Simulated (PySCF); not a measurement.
Compound: C₅H₅BN₂.
Atom-mapped SMILES: `[CH3:1][C:2]#[N+:3][BH2-:4][C:5]#[C:6][C:7]#[N:8]` (hydrogens: H9, H10, H11 on C1; H12, H13 on B4)

Computed with PySCF at B3LYP/def2-SVPD, non-relativistic, on one gas-phase PBE0-D3(BJ)/def2-SVP geometry that isn't relaxed in the solvent. The solvent is an IEF-PCM continuum (van der Waals radii × 1.2), and excitations are vertical TDDFT with non-equilibrium linear response and a frozen core. Specific hydrogen bonds and non-electrostatic terms are outside this model.

Gas-phase singlets (H = HOMO, L = LUMO):

```
state  E (eV)  λ (nm)      f  leading configuration
   S1   4.470     277  0.001                H→L 81%
   S2   4.908     253  0.002              H-1→L 47%
   S3   4.962     250  0.036              H→L+1 81%
   S4   5.051     245  0.000              H→L+4 41%
   S5   5.254     236  0.000            H-1→L+3 86%
```

Problem. How does the list change in chloroform (ε = 4.711)?

Solution. 
```
state  E (eV)  λ (nm)      f  leading configuration  change by rank (eV)
   S1   4.635     268  0.001                H→L 91%               +0.165
   S2   5.003     248  0.006              H→L+1 50%               +0.095
   S3   5.214     238  0.001            H-1→L+1 97%               +0.252
   S4   5.801     214  0.001              H→L+3 88%               +0.750
   S5   5.909     210  0.067              H→L+2 96%               +0.655
```

Problem. How does the list change in water (ε = 78.36)?

Solution. 
| state | E (eV) | λ (nm) | f | leading configuration | change by rank (eV) |
| --- | --- | --- | --- | --- | --- |
| S1 | 4.638 | 267 | 0.001 | H→L 94% | +0.168 |
| S2 | 4.997 | 248 | 0.009 | H→L+1 52% | +0.089 |
| S3 | 5.200 | 238 | 0.001 | H-1→L+1 97% | +0.238 |
| S4 | 6.070 | 204 | 0.002 | H→L+3 84% | +1.019 |
| S5 | 6.225 | 199 | 0.076 | H→L+2 96% | +0.971 |

Problem. How do the frontier levels move from gas to water?

Solution. 
| orbital | gas (eV) | solvent (eV) | change (eV) | Löwdin shares, gas | Löwdin shares, solvent |
| --- | --- | --- | --- | --- | --- |
| LUMO+2 | -0.94 | -0.62 | +0.32 | C1 26 %, C2 22 %, H10 9 %, H9 9 % | C2 36 %, N3 34 %, C1 12 %, H9 4 % |
| LUMO+1 | -1.49 | -1.30 | +0.19 | N3 34 %, C2 33 %, C1 14 %, H9 5 % | C5 26 %, N8 25 %, C7 21 %, C6 17 % |
| LUMO | -1.64 | -1.56 | +0.08 | C2 30 %, N3 29 %, C1 12 %, H11 6 % | C5 23 %, N8 22 %, C7 18 %, C6 17 % |
| HOMO | -7.09 | -7.56 | -0.47 | C6 26 %, C5 24 %, N8 17 %, C7 10 % | C6 24 %, C5 21 %, N8 13 %, B4 13 % |
| HOMO-1 | -7.45 | -8.03 | -0.58 | C5 31 %, C6 29 %, N8 20 %, C7 13 % | C5 31 %, C6 31 %, N8 18 %, C7 12 % |
| HOMO-2 | -8.94 | -9.08 | -0.14 | B4 27 %, H13 13 %, H12 13 %, C5 10 % | B4 21 %, C5 15 %, N3 12 %, H13 10 % |
| HOMO-3 | -9.62 | -9.57 | +0.05 | B4 27 %, N8 12 %, H12 12 %, H13 12 % | B4 24 %, N3 20 %, C2 12 %, C5 11 % |

The HOMO–LUMO gap goes from 5.45 to 6.01 eV. Rows go by rank; for HOMO-3, HOMO-2, LUMO, LUMO+1 and LUMO+2 the atom shares or the degeneracy differ between the runs, so the row needn't follow one orbital.
